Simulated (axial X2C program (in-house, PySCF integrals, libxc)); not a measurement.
**What spin–orbit coupling does to CrB⁻**

All values were computed with an in-house relativistic program for diatomic molecules. Spin-free means the one-electron spin-free X2C Hamiltonian; two-component (2c) means X2C with spin–orbit coupling and atomic mean-field two-electron Coulomb and Gaunt terms, so the difference of the two also holds small scalar two-electron terms. Basis: Cr dyall-acv3z [10s11p7d4f2g], B dyall-av3z [8s7p3d2f] (cores contracted in-house); Gaussian nuclei, density fitting, unrestricted open shells. Masses: Cr 51.941 u, B 11.009 u.

Spin-free state: M_S = 2, Λ = 1 (beyond evenly filled blocks: σα, π+α, π+β, π-α, δ+α, δ-α); fragments Cr + B- for PBE0; Cr- + B for CCSD, CCSD(T), BHandHLYP.

```
    level  Re (Å)  ωe (cm⁻¹)  De (eV)  μ (D)
     PBE0   2.105      405.7      n/a  -3.63
     CCSD   2.212      325.6    1.309    n/a
  CCSD(T)   2.149      353.7    1.416    n/a
BHandHLYP   2.199      351.2    1.295  -2.91
```

Correlated methods: 10 electrons correlated (number of frozen shells: Cr 3 s, 2 p; B 1 s), 304 virtual spin orbitals or spinors in MP2, 90 natural virtuals in coupled cluster.

Dipoles are positive if B is the positive end and refer to the centre of mass.

Two-component determinant lowest at the distance of the search:

Ω = 3 (⟨Sz⟩ = 2.00, ⟨Lz⟩ = 1.00 at HF); fragments Cr + B- for PBE0; Cr- + B for CCSD, CCSD(T), BHandHLYP.

```tsv
level	Re (Å)	ωe (cm⁻¹)	De (eV)	μ (D)
PBE0	2.104	405.7	n/a	-3.62
CCSD	2.212	325.3	1.309	n/a
CCSD(T)	2.149	353.4	1.416	n/a
BHandHLYP	2.198	351.2	1.296	-2.91
```

(1) From the two tables, how do the constants change at the CCSD(T) level (2c against spin-free)?

One determinant describes the state; a PBE0 search over occupations chose it and may have missed a lower one. De is counted from the lowest determinant-based energies of the atoms at the same level, without counterpoise correction. De is not given where an atomic determinant may have missed its ground term or J level, or where the truncated virtual space spoils (T). Density functionals use the spin component along the axis (collinear). CCSD and (T) use frozen natural virtuals with an MP2 correction for the truncation; (T) itself is uncorrected, so its De runs slightly low. The 2c atoms are single determinants rather than J levels; their spin–orbit lowering is only partly caught, and De is too large by that part. This holds for CCSD, CCSD(T), BHandHLYP. PBE0 can misorder states that lie within some tenths of an eV, so this need not be the ground state of the molecule. The nearest other spin-free determinant of the search, M_S = 2, Λ = 0, lies 0.08 eV up at the distance of the search. Without a current term, density functionals place determinants with orbital angular momentum somewhat too high. With several unpaired electrons one determinant need not be a pure state. A state of lower Ω lies just above, and one determinant can place such states too high, so the state shown need not be the lowest. The search has Ω = 1 only 0.01 eV up. Open-shell Ω = 0 determinants with evenly filled partner blocks cannot be reached by this program, so the Ω shown need not be the lowest component. The highest occupied level of some functionals is positive through self-interaction error; at Hartree–Fock it is bound. The determinant is spin-polarised beyond a pure state at some levels (its spin-free form has ⟨S²⟩ too high), which makes Re and μ there less reliable. The T1 diagnostic is large, a sign of multireference character.

Answers

(1) At the CCSD(T) level Re is unchanged within 0.001 Å and ωe decreases by 0.3 cm⁻¹; De is not compared, since the atomic limits differ or miss part of their spin–orbit lowering.
